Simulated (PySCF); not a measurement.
## Electron correlation in Er(2+) (erbium, charge +2)

[Xe] 4f12, one real determinant. All numbers are calculated (PySCF 2.14, scalar relativity by spin-free X2C-1e, in ANO-RCC-VTZP). Frozen: [Kr] 4d10; 20 electrons correlated.

MP2 pair energies summed by pair of shells (mhartree):

| pair | energy | share (%) |
| --- | --- | --- |
| 4f-4f | -569.85 | 51.6 |
| 4f-5p | -298.25 | 27.0 |
| 5p-5p | -128.45 | 11.6 |
| 4f-5s | -67.88 | 6.1 |
| 5s-5p | -33.49 | 3.0 |
| 5s-5s | -6.48 | 0.6 |

Total MP2 correlation energy: -1104.4 mhartree.

Same-spin part -422.39 and opposite-spin part -682.00 mhartree; SCS-MP2 scales them by 1/3 and 6/5 to -959.19 mhartree.

The reference is one real determinant that mixes LS terms of this configuration.
